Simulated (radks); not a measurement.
Q: The table gives one normalised radial function P(r) = r R(r) of Cr2+ in [Ar] 3d4 (r in bohr). Calculated with a radial shooting solver on a logarithmic mesh with Libxc functionals: non-relativistic Kohn-Sham, TPSS, spin-polarised, spherical densities, point nucleus; open shells are filled with parallel spins first; meta-GGA in the generalised Kohn-Sham scheme.

r	P
0.002715	0.0652
0.003535	0.0832
0.004603	0.1055
0.005994	0.1327
0.007868	0.1662
0.01024	0.2038
0.01334	0.2449
0.01737	0.2865
0.02262	0.3229
0.02945	0.3445
0.03835	0.3380
0.04994	0.2869
0.06502	0.1755
0.08535	-0.0091
0.1111	-0.2402
0.1447	-0.4705
0.1884	-0.6097
0.2454	-0.5531
0.3195	-0.2400
0.416	0.2800
0.5417	0.8233
0.7054	1.1465
0.9259	1.1040
1.206	0.7876
1.57	0.4177
2.044	0.1573
2.662	0.0392
3.466	0.0059
4.513	0.0005
5.877	0.0000
7.652	0.0000

Which n and l does it have? It may be an empty orbital.

A: n = 3, l = 0: the number of nodes gives n - l - 1 = 2, the rise at small r (about r^(l+1)) gives l, and the extent must fit the shell. The curve is that of 3s up; the table hardly tells the two spins apart. 3s up: eigenvalue -96.004 eV, 2 radial nodes at r = 0.0844, 0.364 bohr, <r> = 0.905 bohr, 90 % of the charge inside 1.35 bohr.
